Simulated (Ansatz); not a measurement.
The same path of BH3O2S + FH (9 atoms, charge 0, multiplicity 1) was run twice with different band settings. Lost on the way: B1–S2, H5–F6. Made: B1–F6, S2–H5.

Level of theory: Ansatz 0.2.0, RKS PBE0/def2-SVP.

Relaxed end points:

```xyz
9
Properties=species:S:1:pos:R:3
B 0.093 -0.254 0.571
S 0.990 1.309 0.141
O -1.128 -0.136 1.135
O 0.655 -1.468 0.365
H -0.050 0.735 -1.752
F -0.554 0.147 -2.276
H 0.013 2.123 0.591
H -1.535 -0.997 1.288
H 1.516 -1.459 -0.062
```

```xyz
9
Properties=species:S:1:pos:R:3
B -0.311 -0.896 -0.067
S 0.909 2.355 -0.189
O -1.243 -0.330 0.735
O 0.641 -1.725 0.426
H 0.460 1.889 -1.373
F -0.375 -0.632 -1.375
H -0.220 1.954 0.436
H -1.116 -0.584 1.655
H 1.256 -2.029 -0.249
```

Common settings: movable images 9; climbing image yes; optimiser quadratic models (default); start path through a guess of the saddle point; force threshold 0.05 eV/Å; end points relaxed.

| run | spring | iteration limit |
| --- | --- | --- |
| 1 | 5.0 eV/Å² | 53 |
| 2 | 0.5 eV/Å² | 60 |

(1) What does each run give, and how far can it be trusted?

Results:

(1) Run 1: converged after 17 iterations, highest image 0.791 eV above the first end. A vibrational analysis at the climbing image gives one clearly imaginary mode, 880i cm⁻¹: a first-order saddle point.
Run 2: converged after 18 iterations, highest image 0.789 eV above the first end. Another band between the same ends (9 images) ends at a top of the same energy, where a vibrational analysis finds 1 clearly imaginary mode.
The orbitals stay closed-shell, which can raise the energy where a bond breaks towards radicals; this wasn't checked here.
